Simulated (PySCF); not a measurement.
## Mayer bond orders and bond lengths

Compound: C₄H₁₀ClPSi₂.
Atom-mapped SMILES: `[CH3:1][C:2]#[C:3][SiH2:4][CH2:5][Si@H:6]([PH2:7])[Cl:8]` (hydrogens: H9, H10, H11 on C1; H12, H13 on Si4; H14, H15 on C5; H16 on Si6; H17, H18 on P7)

Structure used (GFN2-xTB), in Å, numbered top down from 1:
```xyz
18
C4H10ClPSi2 angstrom
C      3.2489    0.5065    0.6442
C      2.1178   -0.1049   -0.0146
C      1.1651   -0.6068   -0.5576
Si    -0.3262   -1.3407   -1.3580
C     -1.7210   -0.0313   -1.2593
Si    -2.4227    0.3576    0.4683
P     -0.9522    1.0646    2.0154
Cl    -3.3090   -1.3150    1.2017
H      3.9141    0.9550   -0.0935
H      2.9029    1.2820    1.3285
H      3.8009   -0.2430    1.2108
H     -0.0356   -1.5996   -2.7746
H     -0.7129   -2.5692   -0.6586
H     -1.3522    0.8972   -1.6957
H     -2.5431   -0.3614   -1.8945
H     -3.4686    1.3850    0.3792
H     -0.1322   -0.0453    1.9333
H     -0.1829    1.7756    1.1134
```

Bond orders from the PBE0/pcSseg-1 density (PySCF). The structure is a single GFN2-xTB conformer in the gas phase; no vibrational or solvent corrections.

How far do the computed orders between heavy atoms stray from the drawn ones?

The largest departure is 0.464, at C2–C3 (drawn triple, 2.536). Drawn single, order above 1.12: C1–C2 (1.180). Drawn double or triple, more than 0.30 short of the drawn order: C2–C3 (2.536).

Set the Mayer orders of the bonds between heavy atoms beside their lengths.

| bond | drawn as | length (Å) | Mayer order |
| --- | --- | --- | --- |
| C1–C2 | single | 1.445 | 1.180 |
| C2–C3 | triple | 1.206 | 2.536 |
| C3–Si4 | single | 1.845 | 0.992 |
| Si4–C5 | single | 1.916 | 0.894 |
| C5–Si6 | single | 1.905 | 0.910 |
| Si6–P7 | single | 2.248 | 1.028 |
| Si6–Cl8 | single | 2.030 | 0.955 |

Bonds between the same two heavy elements. C–C: lowest C1–C2 (1.180, 1.445 Å), highest C2–C3 (2.536, 1.206 Å). C–Si: lowest Si4–C5 (0.894, 1.916 Å), highest C3–Si4 (0.992, 1.845 Å).

And the bonds to hydrogen?

C–H: 0.92 to 0.93 (5 bonds); H–Si: 0.93 to 0.95 (3 bonds); H–P: 0.92 (2 bonds).

Sum the orders of all bonds at each heavy atom with more than one neighbour and set the sums beside the valence in the SMILES.

C1 3.944 (drawn 4), C2 3.716 (drawn 4), C3 3.528 (drawn 4), Si4 3.777 (drawn 4), C5 3.660 (drawn 4), Si6 3.821 (drawn 4), P7 2.870 (drawn 3). Orders between atoms that aren't bonded are not in these sums.

Mayer orders depend on the basis set.

These values come from a run that also computed NMR shieldings. On Arm Neoverse V1, one thread, no GPU, shared host with 32 logical CPUs at a one-minute load of 26, this took 48 s wall and 0.97 GiB of memory at its peak.
